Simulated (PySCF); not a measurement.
# Beryllium: a sound run and one with changed settings

Sound run: Be⁺ [He] 2s1, Be²⁺ 1s2. All numbers are calculated (PySCF 2.14, scalar relativity by spin-free X2C-1e, in cc-pVTZ-DK). The sound run starts from symmetry-adapted Hartree-Fock orbitals and uses a fine grid where one is needed.

Changed run: initial guess 1e, at most 50 SCF cycles.

```json
{"species": "Be⁺", "method": "UHF", "sound run (hartree)": "-14.27971", "changed run (hartree)": "-14.27971", "converged": "yes"}
{"species": "Be⁺", "method": "BP86", "sound run (hartree)": "-14.32621", "changed run (hartree)": "-14.32621", "converged": "yes"}
{"species": "Be⁺", "method": "M06-L", "sound run (hartree)": "-14.33732", "changed run (hartree)": "-14.33732", "converged": "yes"}
{"species": "Be²⁺", "method": "UHF", "sound run (hartree)": "-13.61352", "changed run (hartree)": "-13.61352", "converged": "yes"}
{"species": "Be²⁺", "method": "BP86", "sound run (hartree)": "-13.65060", "changed run (hartree)": "-13.65060", "converged": "yes"}
{"species": "Be²⁺", "method": "M06-L", "sound run (hartree)": "-13.68821", "changed run (hartree)": "-13.68821", "converged": "yes"}
```

Here the plain start reaches the same solutions.
